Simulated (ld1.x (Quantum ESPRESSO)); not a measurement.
What one change does to a pseudopotential (iodine (I), TM)

| Property | Result |
| --- | --- |
| Element | I (Z = 53) |
| Generator | ld1.x (Quantum ESPRESSO) 7.5 |
| Type | norm-conserving Troullier–Martins (Kleinman–Bylander form) |
| Functional | PBE |
| Relativity | scalar-relativistic |
| Frozen core | [Kr] 4d10 |
| Valence charge | 7 |
| Reference configuration | 5s2 5p5 |
| Partial waves | 5p (bound): rc 1.55 bohr; 5d channel at 0.5 Ry: rc 1.80 bohr; 5s (bound): rc 1.85 bohr |
| Local potential | the s channel |
| Core correction | a·sin(br)/r model core, default radius (core density twice the valence density) |

Change: wave 5s (bound): rc 1.85 bohr becomes 5s (bound): rc 2.18 bohr.

Cutoffs: the cutoffs (Ry, on a coarse ladder) from which the occupation-weighted sum of valence levels, in a spherical-Bessel basis at the reference potential, stays within 10 and 1 mRy of its value at 400 Ry; they do not see the model core or the augmentation charge, which bear on the density cutoff. Errors are all-electron minus pseudo energies relative to the spin-unpolarised reference configuration.

Task: Predict the effect on cutoff, ghosts and configuration errors.

Result: The potential gets neither clearly harder nor softer (50 Ry and 140 Ry → 50 Ry and 140 Ry); both files keep a bound ghost (d, p); of the 7 tests that both files solve, the error grows in 2 and shrinks in 4 by more than 15 % and 0.3 meV (median size 10.7 → 11.1 meV).

| quantity | base | changed |
| --- | --- | --- |
| cutoff, loose | 50 Ry | 50 Ry |
| cutoff, tight | 140 Ry | 140 Ry |
| loose cutoff by channel (10 mRy a level) | p 45 Ry, s 25 Ry | p 45 Ry, s 15 Ry |
| bound ghosts | p, d | p, d |
| error for 5s2 5p4, meV [ΔE 11.13 eV] | -3.2 | -2.1 |
| error for 5s2 5p3, meV [ΔE 30.98 eV] | -16 | -9.1 |
| error for 5s2 5p2, meV [ΔE 60.31 eV] | -57 | -37 |
| error for 5s2 5p4.5, meV [ΔE 4.53 eV] | -1.1 | -0.9 |
| error for 5s2 5p1, meV [ΔE 99.73 eV] | -165 | -116 |
| error for 5s1 5p5, meV [ΔE 22.11 eV] | -11 | -16 |
| error for 5s1 5p6, meV [ΔE 10.41 eV] | -5.1 | -11 |

 A true bound ghost makes a file unfit for plane-wave use even where its test errors are small: the radial tests pick states by their node count and pass the ghost by.
